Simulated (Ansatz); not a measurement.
Harmonic frequencies (cm⁻¹) at PBE0-D4/def2-TZVP from Ansatz: 249, 288, 370, 549, 620, 660, 714, 962, 1044, 1630, 2273, 2295.

Task: Which molecule is it?
A. `O=CO[SiH3]`
B. `Br[SiH]1C=N1`
C. `F[C]1=C(F)[Se][AlH]1`
D. `BrC1=N[SiH2]1`

Result: D.
